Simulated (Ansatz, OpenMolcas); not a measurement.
## A ladder of methods for C2F4O (trifluoroacetyl fluoride)

C2F4O has 7 atoms, charge 0, and is taken as a singlet. SMILES: `O=C(F)C(F)(F)F`. Geometry: relaxed at PBE0-D4/def2-TZVP.

Each level gives the vertical ionisation energy (to the doublet cation) (eV). The values are calculated.

```csv
level,kind,program,value (eV)
SVWN5/cc-pVDZ,LDA,Ansatz,12.19
BLYP/cc-pVDZ,GGA,OpenMolcas,11.76
r2SCAN/cc-pVDZ,meta-GGA,OpenMolcas,12.24
PBE0/cc-pVDZ,global hybrid,OpenMolcas,12.49
wB97M-V/cc-pVDZ,range-separated hybrid,Ansatz,12.62
wB97X/cc-pVDZ,range-separated hybrid,Ansatz,12.70
PBE-QIDH/cc-pVDZ,double hybrid,Ansatz,12.91
RPA@PBE0/cc-pVDZ,RPA,Ansatz,12.45
MP2/cc-pVDZ,perturbation theory,Ansatz,13.02
```

The values span 11.76 to 13.02 eV.
